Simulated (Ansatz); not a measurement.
`C[NH][ZnH]` → `[ZnH2]` + `C=N`  (β-hydride elimination)

Program: Ansatz. Geometries: PBE0-D4/def2-TZVP. ΔE: electronic, gas phase. CBS: MP2 limit from def2 TZ/QZ plus the TZ coupled-cluster correction, frozen cores. This one scheme is used for every species. DFT in def2-TZVPP. For Zn outer-core shells are correlated without core-valence functions, which leaves a few kJ/mol of doubt a bond. Scalar relativity is left out up to krypton.

`C[NH][ZnH]`:

Cartesian coordinates in Å:
```
C -0.016 -1.001 0.420
N 0.023 0.441 0.379
Zn 0.012 1.523 -1.072
H -0.897 -1.388 0.951
H -0.058 -1.415 -0.591
H 0.871 -1.438 0.899
H 0.062 0.843 1.302
H 0.002 2.435 -2.289
```

`[ZnH2]`:

Z-matrix (Å, degrees):
```
Zn
H 1 1.544
H 1 1.544 2 180.0
```

`C=N`:

```xyz
5

C    -0.126   -0.263   -0.259
N     0.210    0.904    0.079
H    -0.125   -1.134    0.406
H    -0.445   -0.441   -1.288
H     0.486    0.934    1.062
```

(1) Is it downhill or uphill in electronic energy at CCSD(T)/CBS, and by how much? (Estimate.)

(2) What do these levels give: revPBE-D4, B97M-V, r2SCANh-D4, BLYP, r2SCAN0, RPA@PBE/def2-TZVPP? (An estimate is asked.)

Largest T1 diagnostic among the species: 0.016.

Answers

(1) The calculation gave: Uphill: ΔE = +141.0 kJ/mol.

(2) Ansatz gave: revPBE-D4 131.2, B97M-V 124.9, r2SCANh-D4 147.9, BLYP 108.6, r2SCAN0 150.0, RPA@PBE/def2-TZVPP 119.2 kJ/mol.

The D4 term adds +8.3 kJ/mol with B3LYP and +4.4 kJ/mol with PBE0; it sums over pairs of atoms, weighted by their polarisabilities, and B3LYP, whose exchange is more repulsive, gets the larger term. Leaving LDA and LC-ωPBE aside and taking each functional with its dispersion term where it has one, the values, not all of them listed here, spread over 34.3 kJ/mol, from BLYP-D4 to PBE-QIDH. LDA lies +47.2 kJ/mol from PBE without D4. In def2-TZVPP, CCSD(T) changes the Hartree–Fock value by +27.6 kJ/mol (the triples alone add +0.6 kJ/mol) and MP2 by +45.5 kJ/mol.

B3LYP here is the variant with VWN-RPA as its local correlation; programs differ in this.
